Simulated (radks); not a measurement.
Results of a calculation; reference values are marked as such.
All-electron atom: the rhodium ion Rh+ in [Kr] 4d8. Code: a radial shooting solver on a logarithmic mesh with Libxc functionals. Model: Dirac Kohn-Sham, OLYP, spin-unpolarised, spherical densities, point nucleus; open shells fill j = l - 1/2 first.

Normalised radial functions P(r) = r R(r) (large component), r in bohr:

```
   r/bohr * 4s1/2, o 4d3/2, + 5p1/2 (the largest magnitude, 1.18, reaches the edge; | marks zero, & curves that meet)
 0.001295                             &*
 0.001741                             & *
 0.002341                             & *
 0.003147                             &  *
 0.004231                             &  *
 0.005735                             &   *
  0.00771                             &    *
  0.01037                             &    *
  0.01394                             &     *
  0.01874                             o+    *
  0.02539                             o+   *
  0.03414                             o+*
   0.0459                            *|o+
  0.06172                       *     | &
  0.08297                    *        | +o
   0.1125                    *        |+   o
   0.1512                          *  +      o
   0.2033                           + |      * o
   0.2733                          +  |        o    *
   0.3704                           + |    o     *
    0.498                         * o |+
   0.6695        *         o          |   +
   0.9001  *        o                 |    +
     1.21         &                   |+
     1.64             o     *     +   |
    2.205                  o +     *  |
    2.965                 +     o     *
    3.986                 +        o  *
    5.359                    +       o*
    7.263                         +   &
    9.765                            +&
    13.13                             &
```

4s1/2: eigenvalue -90.078 eV, 3 radial nodes at r = 0.0411, 0.165, 0.465 bohr, <r> = 0.981 bohr, 90 % of the charge inside 1.43 bohr. 4d3/2: eigenvalue -13.696 eV, 1 radial node at r = 0.461 bohr, <r> = 1.52 bohr, 90 % of the charge inside 2.46 bohr. 5p1/2 (empty): eigenvalue -6.415 eV, 3 radial nodes at r = 0.143, 0.452, 1.32 bohr, <r> = 3.98 bohr, 90 % of the charge inside 5.93 bohr.
